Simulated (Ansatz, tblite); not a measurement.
Cost and result up the ladder for VF₃ (4 atoms). Total charge 0; triplet. Geometry: r2SCAN-D4/def2-TZVP.

Cartesian coordinates in Å:
```
V -0.014 0.025 -0.062
F -1.182 -0.705 1.016
F 1.568 0.026 0.685
F -0.372 0.654 -1.640
```

Ansatz on 4 threads of Intel Xeon Platinum 8488C on a shared host; xTB runs through tblite on one thread. Times are rough, summed over both states, and most runs start from the orbitals of an earlier one. CCSD(T)/def2-TZVPP serves as the yardstick here, not as an exact answer. The other state is a doublet.

The xTB rows come from tblite. Correlated methods freeze 8 core orbitals; core or outer-core shells of V are correlated, in sets that lack core-valence functions.

Correlated methods converge slowly with the basis.

Raw xTB energies of ions are shifted by several eV, and xTB has no spin-polarisation term.

| level | functions | wall time | vertical IE (eV) | difference from CCSD(T)/def2-TZVPP (eV) |
| --- | --- | --- | --- | --- |
| GFN2-xTB | 21 | 0.004 s | 16.27 | 5.79 |
| GFN1-xTB | 21 | 0.005 s | 17.27 | 6.78 |
| PBE-D4/def2-TZVP | 138 | 1.7 s | 9.74 | -0.75 |
| PBE0-D4/def2-TZVP (with forces) | 138 | 5 s | 10.70 | 0.21 |
| r2SCAN-D4/def2-TZVP | 138 | 6 s | 10.12 | -0.36 |
| CCSD(T)/def2-TZVPP | 157 | 1.9 min | 10.49 | 0.00 |
